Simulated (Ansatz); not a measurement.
`[Cl][Zr]([Cl])([Cl])[I]` + H₂S → `[SH][Zr]([Cl])([Cl])[Cl]` + HI at 700 K and 1 bar (ligand exchange at a Zr–I bond).

Program: Ansatz. Geometries: PBE0-D4/def2-TZVP. ΔE: electronic, gas phase. CBS: MP2 limit from def2 TZ/QZ plus the TZ coupled-cluster correction, frozen cores. This one scheme is used for every species. def2 core potentials past Kr. For I, Zr outer-core shells are correlated without core-valence functions, which leaves a few kJ/mol of doubt a bond. Each species was taken in one conformer, which may not be the lowest.

| species | CCSD(T)/CBS energy (Eh) | H − E (kJ/mol) | S (J/(mol·K)) |
| --- | --- | --- | --- |
| `[Cl][Zr]([Cl])([Cl])[I]` | -1724.06608 | 76.9 | 488.3 |
| H₂S | -398.97279 | 64.8 | 236.9 |
| `[SH][Zr]([Cl])([Cl])[Cl]` | -1824.98006 | 105.4 | 510.2 |
| HI | -298.03592 | 34.6 | 231.7 |

H − E and S are ideal-gas, rigid-rotor, harmonic terms from PBE0-D4/def2-TZVP, for one conformer and one mirror image of each species. 1 Eh = 2625.50 kJ/mol, R = 8.31446 J/(mol·K).

**Question.** By hand: ΔE, ΔH, ΔS and ΔG.

**Answer.** ΔE = (-1824.98006) + (-298.03592) − (-1724.06608) − (-398.97279) = 0.02289 Eh = 60.1 kJ/mol. Δ(H − E) = 105.4 + 34.6 − 76.9 − 64.8 = -1.7, so ΔH = 58.4 kJ/mol. ΔS = 510.2 + 231.7 − 488.3 − 236.9 = 16.7 J/(mol·K). ΔG = 58.4 − 700 × (16.7)/1000 = 46.7 kJ/mol.

**Question.** By hand: the equilibrium constant, and the temperature at which ΔG would vanish if ΔH and ΔS stayed fixed.

**Answer.** log₁₀ K = −ΔG/(RT ln 10) = -3.5. ΔG = 0 at ΔH/ΔS = 3497 K, far beyond where these terms or the molecules hold.

ΔH outweighs TΔS. A doubt of 5 kJ/mol in ΔE shifts log₁₀ K by 0.4 here. Other conformers and mirror images would add mixing entropy, several J/(mol·K) or more a flexible species. These are equilibria of isolated gas molecules and say nothing of rates. Largest T1 diagnostic: 0.016 (customary marks: 0.02 for closed shells, 0.045 for open ones).
